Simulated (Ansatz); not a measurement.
Born–Oppenheimer molecular dynamics of C2H10AlNO (15 atoms, charge 0, multiplicity 1). It starts from a rough guess of a transition structure, not a stationary point.

These are results of UKS BLYP/STO-3G (Ansatz), not measurements.

```yaml
ensemble: NVE (velocity Verlet)
time_step: 0.5 fs
steps_asked: 150
starting_velocities_drawn_for: 300 K
seed: 803358
```

First frame:

```xyz
15
Properties=species:S:1:pos:R:3
Al -0.848 1.610 0.355
O -0.701 -0.051 -1.044
C -1.052 -1.038 -1.962
H -0.825 2.969 -0.363
H -1.829 1.337 1.509
H 0.381 0.015 -0.360
N 1.114 0.566 0.618
C 1.274 -0.399 1.693
H -1.849 -1.674 -1.563
H -1.401 -0.581 -2.894
H -0.181 -1.667 -2.184
H 2.008 0.875 0.255
H 1.821 0.029 2.539
H 0.281 -0.692 2.042
H 1.806 -1.299 1.359
```

(1) How far do the bonds stretch over the last three quarters of this one trajectory? (Pairs bonded in most of those frames.)

Results:

(1) 
```csv
bond,mean (Å),spread (Å),shortest,longest
Al1–O2,1.844,0.099,1.70,2.01
Al1–H4,1.517,0.020,1.49,1.55
Al1–H5,1.519,0.020,1.48,1.55
Al1–N7,2.028,0.195,1.75,2.28
O2–C3,1.486,0.086,1.31,1.61
C3–H9,1.127,0.032,1.08,1.18
C3–H10,1.127,0.035,1.08,1.18
C3–H11,1.120,0.017,1.09,1.15
H6–N7,1.227,0.114,1.07,1.48
N7–C8,1.542,0.098,1.39,1.70
N7–H12,1.071,0.038,1.01,1.13
C8–H13,1.117,0.034,1.06,1.17
C8–H14,1.113,0.028,1.07,1.16
C8–H15,1.120,0.048,1.04,1.20
```

Mean temperature of the second half: 861 K. The conserved energy stayed within 0.3 meV per atom of its start (net change -0.15 meV per atom), so the integration is sound. The system heated up, since it started high on the potential surface and ran downhill. A run of 0.075 ps of so small a system gives no equilibrium averages. The orbitals stay closed-shell, which can raise the energy where a bond breaks towards radicals; this wasn't checked here. Limits of this set-up: minimal basis.

Run time: 8.6 min on 1 CPU thread of a shared host.
